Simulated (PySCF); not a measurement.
Calculated NMR parameters of CC(=O)c1noc(C)n1

```yaml
Formula: C5H6N2O2
SMILES: CC(=O)c1noc(C)n1
Point_group_of_the_computed_structure: C1
Degrees_of_unsaturation: 4
Carbon_signals: 5
Proton_signals: 2
```

Mapped SMILES: `[CH3:1][C:2](=[O:3])[c:4]1[n:5][o:6][c:7]([CH3:8])[n:9]1`; H(Xn) means a hydrogen on atom n.

Theory: shieldings: GIAO B97-2/pcSseg-2, structure optimised with PBE0-D3(BJ)/def2-TZVP, in PySCF 2.14 (gas phase, a single conformation, fast rotation and ring inversion assumed for equivalent nuclei, non-relativistic).

Shifts are taken against calculated references (same method and geometry level): 1H (σ = 31.64 ppm), 13C (σ = 185.38 ppm) against TMS; 15N (σ = 261.75 ppm) against NH3; 17O (σ = 327.66 ppm) vs H2O.

| carbon | δC, type | δH (multiplicity) | HMBC from (2–3 bonds) | span of the C tensor (ppm) |
| --- | --- | --- | --- | --- |
| C1 | 32.2, CH3 | 2.64 (s) | – | 51 |
| C2 | 197.7, C | – | H(C1) | 206 |
| C4 | 172.7, C | – | H(C1) | 166 |
| C7 | 185.4, C | – | H(C8) | 146 |
| C8 | 14.2, CH3 | 2.59 (s) | – | 30 |

Other nuclei:
| atoms | nucleus | environment | δ (ppm) | σ (ppm) |
| --- | --- | --- | --- | --- |
| N5 | 15N | pyridine-type nitrogen of an azole | 417.1 | -155.3 |
| N9 | 15N | pyridine-type nitrogen of an azole | 272.3 | -10.5 |
| O3 | 17O | ketone oxygen | 658.7 | -331.0 |
| O6 | 17O | aromatic ring oxygen | 420.0 | -92.3 |

- Carbon types of the structure: 3 × C, 2 × CH3, which accounts for all hydrogens.
- δC 197.7: ketone carbonyl carbon; the double bond to the heteroatom, with no lone-pair donor beside it, deshields it most.
- δC 185.4: substituted aromatic carbon next to the ring oxygen.
- δC 172.7: substituted aromatic carbon next to a ring nitrogen.
- δC 32.2: methyl carbon α to a carbonyl; the adjacent C=O deshields it moderately.
- δH 2.64: hydrogen on a methyl carbon α to a carbonyl; α to C=O.

Shifts are as computed. Against solution values, carbons near 30 ppm lie about +3 ppm off and those near 130 ppm about +7 ppm. Of 1309 compounds with measured shifts, 239 miss one by over three times the rms of a fit or turn the order of signals round; such compounds aren't used in these exercises. Unscaled 17O shifts of doubly bonded oxygen tend to come out too high, by tens of ppm or more. Experimental scales use liquid or dissolved standards, which lie at an offset from isolated NH3 (liquid NH3: subtract about 20 ppm) and H2O (liquid H2O: subtract about 36 ppm). Unscaled 15N shifts of sp2 nitrogen come out 20 to 40 ppm too high even then. No couplings were computed; multiplicities are counted from neighbouring protons, with m where these are inequivalent, close in shift, in a saturated or five-membered ring or joined by F or P, and br s for small geminal =CH2 splittings.
